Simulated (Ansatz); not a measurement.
`C#[C][Al]([F])[Cl]` + H₂O → `[OH][Al]([F])[Cl]` + `C#C` at 500 K and 1 bar (formal hydrolysis of the Al–C bond).

Program: Ansatz. Geometries: PBE0-D4/def2-TZVP. ΔE: electronic, gas phase. CBS: MP2 limit from def2 TZ/QZ plus the TZ coupled-cluster correction, frozen cores. This one scheme is used for every species. Each species was taken in one conformer, which may not be the lowest.

```csv
species,CCSD(T)/CBS energy (Eh),H − E (kJ/mol),S (J/(mol·K))
`C#[C][Al]([F])[Cl]`,-878.39595,99.3,387.2
H₂O,-76.37941,73.2,206.3
`[OH][Al]([F])[Cl]`,-877.57483,80.4,353.9
`C#C`,-77.22717,90.7,225.3
```

H − E and S are ideal-gas, rigid-rotor, harmonic terms from PBE0-D4/def2-TZVP, for one conformer and one mirror image of each species. 1 Eh = 2625.50 kJ/mol, R = 8.31446 J/(mol·K).

Q: By hand: ΔE, ΔH, ΔS and ΔG.

A: ΔE = (-877.57483) + (-77.22717) − (-878.39595) − (-76.37941) = -0.02664 Eh = -69.9 kJ/mol. Δ(H − E) = 80.4 + 90.7 − 99.3 − 73.2 = -1.4, so ΔH = -71.3 kJ/mol. ΔS = 353.9 + 225.3 − 387.2 − 206.3 = -14.3 J/(mol·K). ΔG = -71.3 − 500 × (-14.3)/1000 = -64.1 kJ/mol.

Q: By hand: the equilibrium constant, and the temperature at which ΔG would vanish if ΔH and ΔS stayed fixed.

A: log₁₀ K = −ΔG/(RT ln 10) = 6.7. ΔG = 0 at ΔH/ΔS = 4986 K, far beyond where these terms or the molecules hold.

The number of gas molecules stays the same, so ΔS is small and ΔH decides. A doubt of 5 kJ/mol in ΔE shifts log₁₀ K by 0.5 here. Other conformers and mirror images would add mixing entropy, several J/(mol·K) or more a flexible species. These are equilibria of isolated gas molecules and say nothing of rates. Largest T1 diagnostic: 0.013 (customary marks: 0.02 for closed shells, 0.045 for open ones).
